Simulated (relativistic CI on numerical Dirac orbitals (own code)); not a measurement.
Mg+: calculation against measurement

Method of calculation: Dirac-Coulomb-Breit CI, orbitals from a KLI potential per configuration, QED by a radiative potential, valence Slater integrals scaled by 0.85, P86 correlation energy added to each configuration (own radial code, finite nucleus).

Configurations in the expansion (outside the closed core [Ne]): 3s, 3p, 4s, 3d, 4p, 5s, 4d, 4f, 5p, 6s, 5d, 5g, 5f, 6p, 7s, 6d, 7p. Levels of other configurations are missing.

```
Configuration  Term (tabulated)    J  Measured (cm⁻¹)  Computed  Error  Purity (%)
           3s                2S  1/2              0.0         0      0         100
           3p               2P°  1/2          35669.3     34792   -877         100
           3p               2P°  3/2          35760.9     34876   -885         100
           4s                2S  1/2          69804.9     69163   -641         100
           3d                2D  5/2          71490.2     69917  -1573         100
           3d                2D  3/2          71491.1     69918  -1573         100
           4p               2P°  1/2          80619.5     80057   -562         100
           4p               2P°  3/2          80650.0     80085   -566         100
           5s                2S  1/2          92790.5     92240   -551         100
           4d                2D  5/2          93310.6     92670   -641         100
           4d                2D  3/2          93311.1     92671   -640         100
           4f               2F°  5/2          93799.6     94835   1035         100
           4f               2F°  7/2          93799.8     94835   1035         100
           5p               2P°  1/2          97455.1     97089   -366         100
           5p               2P°  3/2          97468.9     97101   -368         100
           6s                2S  1/2         103196.8    102937   -260         100
```

Measured levels from NIST Handbook of Basic Atomic Spectroscopic Data (Sansonetti and Martin, J. Phys. Chem. Ref. Data 34, 1559 (2005)); pairs were made by configuration, J and term (by order where the table uses no LS term), so strongly mixed levels may be paired wrongly.

Mean error by configuration (cm⁻¹): 3p -881; 4s -641; 3d -1573; 4p -564; 5s -551; 4d -640; 4f 1035; 5p -367; 6s -260. Over the excited levels the mean absolute error is 771 cm⁻¹ (15 of the 15 excited levels that our extract of the source holds in range could be paired), and the median relative error of those above 1,000 cm⁻¹ is 0.7 %.
